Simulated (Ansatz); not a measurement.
`F[B-](F)(F)[NH2+][SiH3]` → `[NH3+][B-](F)(F)F` + `[SiH2]` at 600 K and 1 bar (silylene formation by 1,1-elimination).

Isolated molecules relaxed with PBE0-D4/def2-TZVP in Ansatz; ΔE leaves out vibrations. CCSD(T)/CBS adds triple-zeta CCSD(T) − MP2 to the extrapolated MP2 energy (def2 sets, frozen cores). This one scheme is used for every species. Each species was taken in one conformer, which may not be the lowest.

```csv
species,CCSD(T)/CBS energy (Eh),H − E (kJ/mol),S (J/(mol·K))
`F[B-](F)(F)[NH2+][SiH3]`,-671.19101,244.9,463.1
`[NH3+][B-](F)(F)F`,-380.90171,187.3,373.6
`[SiH2]`,-290.19011,52.1,233.9
```

H − E and S are ideal-gas, rigid-rotor, harmonic terms from PBE0-D4/def2-TZVP, for one conformer and one mirror image of each species. 1 Eh = 2625.50 kJ/mol, R = 8.31446 J/(mol·K).

Task: By hand: ΔE, ΔH, ΔS and ΔG.

Result: ΔE = (-380.90171) + (-290.19011) − (-671.19101) = 0.09919 Eh = 260.4 kJ/mol. Δ(H − E) = 187.3 + 52.1 − 244.9 = -5.5, so ΔH = 254.9 kJ/mol. ΔS = 373.6 + 233.9 − 463.1 = 144.4 J/(mol·K). ΔG = 254.9 − 600 × (144.4)/1000 = 168.3 kJ/mol.

Task: By hand: the equilibrium constant, and the temperature at which ΔG would vanish if ΔH and ΔS stayed fixed.

Result: log₁₀ K = −ΔG/(RT ln 10) = -14.7. ΔG = 0 at ΔH/ΔS = 1765 K.

The number of gas molecules changes by +1, which sets the sign of ΔS. A doubt of 5 kJ/mol in ΔE shifts log₁₀ K by 0.4 here. Other conformers and mirror images would add mixing entropy, several J/(mol·K) or more a flexible species. Modes under 60 cm⁻¹, often nearly free rotors, make the harmonic entropy too high. These are equilibria of isolated gas molecules and say nothing of rates. Largest T1 diagnostic: 0.014 (customary marks: 0.02 for closed shells, 0.045 for open ones).
